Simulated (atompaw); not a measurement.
# What the settings do to the PAW (atompaw) potential of scandium

Base potential:

- Element: scandium
- Generator: atompaw 4.2.0.5
- Type: PAW
- Functional: PBE
- Relativity: scalar-relativistic
- Frozen core: [Ar]
- Valence charge: 3
- Reference configuration: 3d1 4s2 4p0
- Partial waves: 4s (bound): rc 3.00 bohr; 4s channel at 0.05 Ry: rc 3.00 bohr; 4p (bound, empty): rc 3.00 bohr; 4p channel at 0.5 Ry: rc 3.00 bohr; 3d (bound): rc 2.85 bohr; 3d channel at 1.4 Ry: rc 3.00 bohr
- Local potential: troulliermartins scheme with l = 3 at 0 Ry, radius 2.15 bohr
- Core correction: smooth core density matched at 2.90 bohr
- Augmentation charge: besselshape compensation charge, radius 2.75 bohr; PAW radius 3.00 bohr; waves and projectors: custom rrkj vanderbiltortho

All-electron outer shells of the reference configuration (PBE, scalar-relativistic, ld1.x):

```
shell  level (eV)  outermost node (bohr)  outermost maximum (bohr)
   3s      -55.04                   0.42                      0.92
   3p      -33.63                   0.39                      0.97
   4s       -4.18                   1.33                      3.14
   3d       -3.23                      –                      1.10
   4p       -1.47                   1.49                      4.03
```

Cutoffs, loose and tight: the cutoffs (Ry, on a coarse ladder) from which the occupation-weighted sum of valence levels, in a spherical-Bessel basis at the reference potential, stays within 10 and 1 mRy of its value at 400 Ry. They see the waves, projectors and local potential, not the compensation charge or the core. A dash means not determined.

A true bound ghost makes a file unfit for plane-wave use even where its test errors are small: the radial tests pick states by their node count and pass the ghost by.

```tsv
change	outcome	cutoff, loose	cutoff, tight	bound ghosts
base	generated	10 Ry	12 Ry	s, p
core [Ne], valence charge 11; reference 3s2 3p6 3d1.5 4s1.5 4p0; waves now 3s (bound): rc 1.75 bohr; 4s (bound): rc 1.55 bohr; 3p (bound): rc 1.55 bohr; 4p (bound): rc 2.00 bohr; 3d (bound): rc 2.00 bohr; 3d channel at 0.35 Ry: rc 2.00 bohr; local potential troulliermartins scheme with l = 3 at 0 Ry, radius 1.45 bohr; core correction smooth core density matched at 1.80 bohr; augmentation besselshape compensation charge, radius 1.60 bohr; PAW radius 2.00 bohr; waves and projectors: custom rrkj vanderbiltortho	failed: atompaw: The overlap operator has at least one negative eigenvalue!	–	–	–
wave 4s channel at 0.05 Ry: rc 3.00 bohr becomes 4s channel at 0.05 Ry: rc 1.70 bohr	failed: atompaw: The overlap operator has at least one negative eigenvalue!	–	–	–
augmentation besselshape compensation charge, radius 2.75 bohr; PAW radius 3.00 bohr; waves and projectors: custom rrkj gramschmidtortho	generated	10 Ry	12 Ry	s, p
all radii scaled by about 0.77 (s 2.30, p 2.30, d 2.18 bohr); local potential troulliermartins scheme with l = 3 at 0 Ry, radius 1.64 bohr; augmentation besselshape compensation charge, radius 2.10 bohr; PAW radius 2.30 bohr; waves and projectors: custom rrkj vanderbiltortho; core correction smooth core density matched at 2.22 bohr	failed: atompaw: The overlap operator has at least one negative eigenvalue!	–	–	–
wave 4s channel at 0.05 Ry: rc 3.00 bohr becomes 4s channel at 0.05 Ry: rc 2.36 bohr	generated	10 Ry	12 Ry	s, p
augmentation besselshape compensation charge, radius 2.70 bohr; PAW radius 3.00 bohr; waves and projectors: custom rrkj vanderbiltortho	generated	10 Ry	12 Ry	s, p
```

(1) What comes out with this change to the base: local potential troulliermartins scheme with l = 3 at 0 Ry, radius 2.50 bohr?

Answers

(1) outcome: generated; cutoff, loose: 10 Ry; cutoff, tight: 12 Ry; bound ghosts: none.
